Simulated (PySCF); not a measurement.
A GIAO shielding run with PySCF (density fitting, non-relativistic, gas phase) on `C[C@H](CN)C(=O)C[SiH3]`, C$_{5}$H$_{13}$NOSi:

```
$ OMP_NUM_THREADS=1 python probes_run.py task.json out

{"job": {"kind": "nmr", "xc": "PBE0", "basis": "pcSseg-1"}, "charge": 0, "multiplicity": 1}
C     -1.256085    -1.805910     0.107532
C     -1.074319    -0.345333     0.497323
C     -1.681400     0.599687    -0.586734
N     -1.778979     1.987582    -0.216433
C      0.357968     0.095750     0.674618
O      0.620448     1.068602     1.355417
C      1.449643    -0.594007    -0.069755
Si     2.994755     0.516108     0.113141
H     -0.823851    -2.009939    -0.868821
H     -0.788794    -2.461302     0.839495
H     -2.316486    -2.045744     0.063656
H     -1.605186    -0.145725     1.436039
H     -2.686943     0.241481    -0.824556
H     -1.074629     0.533292    -1.495210
H     -2.394244     2.100040     0.582671
H     -0.869943     2.352398     0.051937
H      1.610365    -1.578985     0.370213
H      1.156154    -0.765696    -1.105268
H      2.692944     1.838860    -0.423720
H      3.416418     0.548847     1.508194
H      4.043242    -0.113064    -0.700804
```

Hardware: 1 thread of an Intel Xeon, shared host. The job also computes population analyses, field gradients.

(1) How large is the calculation?

(2) How long does it take, and how much memory does it need?

Results:

(1) 72 electrons, 208 basis functions and 1095 auxiliary functions.

(2) 110 s of wall time, with 14 SCF cycles and 5 response iterations; peak memory 0.94 GiB. Times on a shared host scatter by some tens of per cent.
